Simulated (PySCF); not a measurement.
Job file and geometry (Å, from GFN2-xTB) of an NMR shielding run on `B[SiH2][SiH2][SiH3]`, BH₉Si₃, GIAO PBE0/pcSseg-1 NMR shielding, non-relativistic, gas phase in PySCF 2.14.0, density-fitted response routines; density fitting, a coarse starting grid and PySCF grid level 2 are the driver's defaults:

```
$ OMP_NUM_THREADS=1 python probes_run.py task.json out

{"job": {"kind": "nmr", "xc": "PBE0", "basis": "pcSseg-1"}, "charge": 0, "multiplicity": 1}
B     -2.361919     0.432107     0.216443
Si    -1.332641    -0.967336    -0.630139
Si     0.862570    -0.865052     0.196696
Si     1.974250     1.115680    -0.238656
H     -2.359078     1.524273    -0.207504
H     -2.941552     0.257599     1.219154
H     -1.813202    -2.349034    -0.445923
H     -1.195396    -0.873681    -2.097413
H      1.641928    -2.009072    -0.302108
H      0.846770    -1.096833     1.653138
H      3.352475     1.171606     0.253333
H      2.042181     1.406582    -1.673102
H      1.279224     2.253646     0.373842
```

Question: Write the output of this run.

Answer: 
```
coarse grid: 11544 points
cycle   1  E = -898.2061844714  dE = -2.077e-01  |g| = 1.559e-01  |ddm| = 3.047e+00
cycle   2  E = -898.2109670073  dE = -4.783e-03  |g| = 9.858e-02  |ddm| = 3.207e-01
cycle   3  E = -898.2138944395  dE = -2.927e-03  |g| = 2.662e-02  |ddm| = 1.654e-01
cycle   4  E = -898.2141708953  dE = -2.765e-04  |g| = 5.413e-03  |ddm| = 4.546e-02
cycle   5  E = -898.2141807380  dE = -9.843e-06  |g| = 1.060e-03  |ddm| = 1.043e-02
final grid: 95336 points
cycle   6  E = -898.2340332454  dE = -1.570e-05  |g| = 2.995e-03  |ddm| = 1.628e-02
cycle   7  E = -898.2340337402  dE = -4.948e-07  |g| = 2.411e-03  |ddm| = 6.669e-03
cycle   8  E = -898.2340357712  dE = -2.031e-06  |g| = 2.528e-04  |ddm| = 3.503e-03
cycle   9  E = -898.2340357963  dE = -2.506e-08  |g| = 5.181e-05  |ddm| = 5.056e-04
cycle  10  E = -898.2340357972  dE = -8.649e-10  |g| = 1.619e-05  |ddm| = 1.034e-04
converged SCF energy = -898.2340357972

GIAO shielding tensors (ppm)
atom      isotropic    diamagn.    paramagn.     s11        s22        s33       span
  0 B      -16.400     197.932    -214.332   -150.190    -52.802    153.791    303.981
  1 Si     460.645     881.480    -420.835    436.036    453.539    492.361     56.324
  2 Si     478.007     881.079    -403.073    466.884    470.644    496.492     29.608
  3 Si     462.579     880.151    -417.571    448.316    459.714    479.708     31.392
  4 H       21.030      30.133      -9.103      7.161     26.564     29.367     22.206
  5 H       20.975      29.805      -8.829      7.672     26.490     28.764     21.092
  6 H       27.780      29.532      -1.751     24.724     25.094     33.523      8.799
  7 H       27.828      29.802      -1.974     24.565     26.083     32.836      8.271
  8 H       28.153      29.443      -1.290     24.487     25.884     34.087      9.600
  9 H       28.309      29.869      -1.559     24.555     26.149     34.224      9.669
 10 H       28.150      28.727      -0.577     24.593     25.558     34.300      9.708
 11 H       28.173      29.259      -1.086     24.830     26.228     33.460      8.630
 12 H       28.424      29.575      -1.151     24.920     26.592     33.759      8.839
```

Size and cost of the density-fitted run: 134 basis functions, 57 s wall time (44 s CPU) on 1 thread of an Intel Xeon, shared host; peak memory 0.65 GiB.
